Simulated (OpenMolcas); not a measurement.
## Nb3+: effect of the metal basis

Nb3+ with 4 ligands (chloride) in tetrahedral coordination (Td) at 2.35 Å. A charge of +0.25 e stands 2.6 Å behind each ligand.

```
Program             : OpenMolcas 26.06
Method              : CASSCF
Spin-orbit coupling : RASSI with atomic mean-field integrals over the reference wave functions
```

Fixed: ligand basis ANO-RCC-VDZP, active space 2 electrons in 5 orbitals (4d), DKH2 Hamiltonian.

States (labels of Td). Energies in cm-1 above the lowest state or level, χT in cm3 K/mol.

```
Run   Metal basis  Ground state  First state of that spin  First gap with spin-orbit (degeneracies)  χT at 300 K  First state of another spin                     Cost
  A  ANO-RCC-VDZP           3A2                  3T2 8020                               7800 (3, 2)        0.855                      1E 9481  roughly 25 core-seconds
  B  ANO-RCC-VTZP           3A2                  3T2 7971                               7771 (3, 2)        0.857                      1E 9540  roughly 50 core-seconds
```

Against A, the first state of the same spin changes by -0.6 % in B.

Costs are those of the RASSCF and RASSI steps.

Without dynamic correlation the repulsion within the d shell is too large (B by tens of per cent), so at a given field states of lower spin stand too high. With metal d orbitals alone the field can be off either way by tens of per cent. Ligand-to-metal charge-transfer states are missing. With no ligand orbital active B as a rule stays too high, so bands that hang on it stand too high and its fall with covalency is understated. The least metal-like active orbital is 77 % on the metal (Löwdin) and no ligand orbital is active, so the numbers are rough (holds for A). The least metal-like active orbital is 76 % on the metal (Löwdin) and no ligand orbital is active, so the numbers are rough (holds for B). No measured value stands beside these numbers; the geometry was imposed, not optimised, and the real ion may take another.
